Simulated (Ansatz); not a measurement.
Reaction (homolysis of the N–Si bond): `C[SiH](Cl)N[SiH2]Cl` → `[NH][SiH2]Cl`• + `C[SiH]Cl`•

Isolated molecules relaxed with PBE0-D4/def2-TZVP in Ansatz; ΔE leaves out vibrations. CCSD(T)/CBS adds triple-zeta CCSD(T) − MP2 to the extrapolated MP2 energy (def2 sets, frozen cores). DFT in def2-TZVPP. No spin–orbit coupling; open shells (•) take unrestricted orbitals. Each species was taken in one conformer, which may not be the lowest.

```json
{"level": "ωB97M-V", "ΔE (kcal/mol)": "122.5"}
{"level": "r2SCAN", "ΔE (kcal/mol)": "112.4"}
{"level": "HF/def2-TZVPP", "ΔE (kcal/mol)": "91.1"}
{"level": "CCSD(T)/def2-TZVPP", "ΔE (kcal/mol)": "119.8"}
```

Task: What does CCSD(T)/CBS give? (An estimate is asked.)

Result: Computed: +123.2 kcal/mol. The listed levels differ from it by -0.7, -10.8, -32.1, -3.4 kcal/mol.

Largest T1 diagnostic among the species: 0.013.

The D4 term adds +5.8 kcal/mol with B3LYP and +3.3 kcal/mol with PBE0; it sums over pairs of atoms, weighted by their polarisabilities, and B3LYP, whose exchange is more repulsive, gets the larger term. From PBE to PBE0 (25 % exact exchange), in def2-TZVPP and without D4, ΔE moves by +2.2 kcal/mol. In def2-TZVPP, CCSD(T) changes the Hartree–Fock value by +28.8 kcal/mol (the triples alone add +2.3 kcal/mol) and MP2 by +36.1 kcal/mol; breaking electron pairs costs correlation energy, which Hartree–Fock lacks.

B3LYP here is the variant with VWN-RPA as its local correlation; programs differ in this.
